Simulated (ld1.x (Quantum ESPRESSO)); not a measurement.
# Before and after: RRKJ potential for phosphorus

P, norm-conserving RRKJ (Kleinman–Bylander form), made with ld1.x (Quantum ESPRESSO) 7.5 (BLYP, non-relativistic). Core [Ne], reference 3s2 3p2.5 (charge +0.5). Waves: 3s (bound): rc 1.30 bohr; 3p (bound): rc 1.75 bohr; 3d channel at 0.45 Ry: rc 1.75 bohr. Local part: the d channel. Core correction: Bessel-smoothed model core inside 1.15 bohr. rho0 = 0.005.

Change: reference 3s2 3p3.

Cutoffs: the cutoffs (Ry, on a coarse ladder) from which the occupation-weighted sum of valence levels, in a spherical-Bessel basis at the reference potential, stays within 10 and 1 mRy of its value at 400 Ry; they do not see the model core or the augmentation charge, which bear on the density cutoff. Errors are all-electron minus pseudo energies relative to the spin-unpolarised reference configuration.

What does the change do?

The potential gets neither clearly harder nor softer (25 Ry and 80 Ry → 25 Ry and 80 Ry); the s channel sets the loose cutoff, while the largest relative change is in p, which becomes softer; neither file shows a bound ghost.

| quantity | base | changed |
| --- | --- | --- |
| cutoff, loose | 25 Ry | 25 Ry |
| cutoff, tight | 80 Ry | 80 Ry |
| loose cutoff by channel (10 mRy a level) | s 18 Ry, p 10 Ry | s 18 Ry, p 8 Ry |
| bound ghosts | none | none |
| largest error over its own tests, meV | +249 | +274 |
| s: phases at 1.89 bohr within 0.05 rad from the reference energy up to (Ry; the scan ends near 5) | 1.5 | 1.8 |
| p: phases at 1.89 bohr within 0.05 rad from the reference energy up to (Ry; the scan ends near 5) | 4.6 | 4.9 |
| d: phases at 1.89 bohr within 0.05 rad from the reference energy up to (Ry; the scan ends near 5) | to the end of the scan | to the end of the scan |
